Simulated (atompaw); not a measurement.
**What one change does to a pseudopotential (Al, PAW (atompaw))**

atompaw 4.2.0.5 input, output lines left out:

```
Al 13
GGA-PBE scalarrelativistic loggrid 1500 logderivrange -3 5 201
3 3 0 0 0 0
3 0 1.5
3 1 0
0 0 0
c
c
v
c
v
2
2.75 2.45 2.45 2.05
y
-0.9
n
y
1.1
n
y
0.05
n
custom polynom2 7 10 vanderbiltortho besselshape
3 0 troulliermartins
2.75
1.70
2.75
2.75
2.05
```

Change: functional PBEsol; added wave 3d channel at 1.55 Ry: rc 2.75 bohr.

Cutoffs: the cutoffs (Ry, on a coarse ladder) from which the occupation-weighted sum of valence levels, in a spherical-Bessel basis at the reference potential, stays within 10 and 1 mRy of its value at 400 Ry; they do not see the model core or the augmentation charge, which bear on the density cutoff.

**Question.** What does the change do?

**Answer.** The potential gets softer (8 Ry and 15 Ry → 8 Ry and 10 Ry); both files keep a bound ghost (s).

| quantity | base | changed |
| --- | --- | --- |
| cutoff, loose | 8 Ry | 8 Ry |
| cutoff, tight | 15 Ry | 10 Ry |
| bound ghosts | s | s |
| s: phases at 2.76 bohr within 0.05 rad from the reference energy up to (Ry; the scan ends near 5) | 0.7 | 0.7 |
| p: phases at 2.76 bohr within 0.05 rad from the reference energy up to (Ry; the scan ends near 5) | to the end of the scan | to the end of the scan |
| d: phases at 2.76 bohr within 0.05 rad from the reference energy up to (Ry; the scan ends near 5) | 2.2 | 2.8 |
| lowest overlap eigenvalue by channel | s 0.36, p 0.83, d 1.00 | s 0.36, p 0.83, d 0.49 |

 A true bound ghost makes a file unfit for plane-wave use even where its test errors are small: the radial tests pick states by their node count and pass the ghost by. The cutoffs see the waves, projectors and local potential, not the compensation charge or the core.
